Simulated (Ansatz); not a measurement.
Two structures of SiH6ClOF, singlet, reached by relaxing down either side of one saddle point (PBE0-D4/def2-TZVP). Energies are electronic, without zero-point energy. Program: Ansatz 0.2.0. Basis: def2-TZVPP and def2-QZVPP. Cores are frozen in the correlated methods. Extrapolation: Hartree–Fock as exp(−7.88 √X), correlation as X^−2.97. First:

```xyz
10
angstrom
Si -1.6179 0.8032 0.4646
Cl -0.2909 1.5932 -0.9345
H -2.0962 -0.4975 -0.0398
H -0.9183 0.7125 1.7595
H -2.7296 1.7807 0.5340
H 1.0971 -1.3381 0.3228
F 0.3574 -1.6531 0.8312
H 1.6639 0.2120 -0.8755
O 2.1585 -0.5795 -0.6219
H 2.3758 -1.0334 -1.4402
```

Second:

Si1  (-1.558, 0.171, 0.983)
Cl2  (0.280, 1.335, -2.037)
H3  (-2.296, -0.138, -0.258)
H4  (-2.334, -0.241, 2.177)
H5  (-1.168, 1.593, 1.070)
H6  (1.524, -0.763, 0.120)
F7  (-0.207, -0.722, 0.997)
H8  (1.194, 0.568, -1.471)
O9  (2.159, -0.499, -0.558)
H10  (2.406, -1.303, -1.023)
(Å)

Question: Which bonds change from the first to the second?

Answer: SiH₃Cl ([SiH3][Cl]) + H₂O + HF → SiH₃F ([F][SiH3]) + HCl + H₂O; bonds formed: Si1–F7, Cl2–H8, H6–O9; bonds broken: Si1–Cl2, H6–F7, H8–O9.

Question: Give the saddle point's structure and its height above each. (Judge from chemistry; the value comes from the calculation.)

Answer: The calculation gives: 24.35 kcal/mol above the first and 29.25 kcal/mol above the second (CCSD(T) at an estimated basis limit (MP2 extrapolated from triple and quadruple zeta, plus CCSD(T) − MP2 in triple zeta)).
```
10
angstrom
Si -1.2932 0.3704 0.6070
Cl 0.1569 1.4972 -0.8941
H -1.9364 -0.5975 -0.3092
H -1.5809 0.0824 2.0433
H -2.0279 1.6623 0.4749
H 1.1880 -0.7588 0.1307
F 0.1981 -0.6147 0.9133
H 1.4910 0.2648 -0.9921
O 1.9429 -0.6130 -0.6470
H 1.8614 -1.2930 -1.3267
```

No T1 diagnostic of these runs exceeds 0.011.

Labels in which every atom is bracketed show which atoms are joined, not bond orders.

For scale, one of the runs: CCSD(T)/def2-TZVPP, 230 basis functions, launched by `ansatz run in.yaml --threads 4 --pin off --events-out ev --progress --plain --max-ram 9574MiB`. Hardware: 4 CPU threads of an Arm Neoverse V2, shared host. Wall time 100 s; peak host memory 3.9 GiB.
